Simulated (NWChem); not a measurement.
System: water (H2O); SMILES O

Here is an NWChem input.

```
start job
memory heap 200 mb stack 700 mb global 900 mb
geometry units angstroms noautosym nocenter noautoz
  O      0.000000     0.000000     0.132618
  H      0.762618     0.000000    -0.464642
  H     -0.762618     0.000000    -0.464642
end
basis spherical
  * library 6-31g*
end
dft
  xc b3lyp
  iterations 150
end
property
  shielding 2 1 2
end
task dft property
```

All runs use the structure optimised with B3LYP/6-31G* (spherical d). Not confirmed as a minimum by frequencies.

GIAO values for the isolated, static molecule; σ is the absolute isotropic shielding.

Atoms are numbered as in the input.

Question: What results follow from this input? (B3LYP/6-31G* (spherical d), GIAO.) Quantities: σ O1 (ppm); σ H2 (ppm).

Answer: σ O1 (ppm): 317.5
σ H2 (ppm): 31.97
